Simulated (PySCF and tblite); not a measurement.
The numbers below are computed, except where a source is named.
Stationary points of C$_{5}$H$_{4}$NS (charge -1) at GFN2-xTB, in Å:

Structure A

```
 1 C    -1.651    0.429    0.033
 2 C    -0.961   -0.517   -0.623
 3 C     0.436   -0.790   -0.581
 4 C     1.410   -0.148    0.140
 5 S     3.068   -0.584    0.102
 6 C     1.202    0.942    1.000
 7 N     1.167    1.835    1.730
 8 H    -2.719    0.527   -0.089
 9 H    -1.177    1.123    0.703
10 H    -1.521   -1.180   -1.282
11 H     0.783   -1.612   -1.197
```

Structure B

```
 1 C    -2.107   -0.414   -0.074
 2 C    -0.870    0.108   -0.079
 3 C     0.325   -0.629    0.127
 4 C     1.578   -0.071    0.116
 5 S     3.046   -0.914    0.358
 6 C     1.774    1.303   -0.105
 7 N     2.021    2.417   -0.278
 8 H    -2.985    0.191   -0.236
 9 H    -2.273   -1.467    0.094
10 H    -0.750    1.173   -0.253
11 H     0.248   -1.694    0.304
```

Structure C

```
 1 C    -1.875   -0.049    0.223
 2 C    -0.872   -0.155   -0.632
 3 C     0.409   -0.809   -0.331
 4 C     1.491   -0.147    0.150
 5 S     3.028   -0.831    0.509
 6 C     1.440    1.235    0.408
 7 N     1.480    2.365    0.638
 8 H    -2.803    0.441   -0.030
 9 H    -1.802   -0.443    1.225
10 H    -0.983    0.264   -1.633
11 H     0.487   -1.871   -0.528
```

Level: PBE0/pcSseg-1 + D3(BJ) on GFN2-xTB stationary points, with GFN2-xTB thermal terms.

Which structure is a saddle point, and along which motion?

C: one imaginary mode (236i cm⁻¹ at GFN2-xTB, mostly on H10, H9, C1), along the rotation about the C2–C3 bond (torsion C1–C2–C3–C4 from 180° to 360°, rising).

Give their symmetry and energies above the lowest.

A Cs, 5.4 kcal/mol; B Cs, 0.0 kcal/mol; C C1, 12.9 kcal/mol.

The ion is treated without a counter-ion.
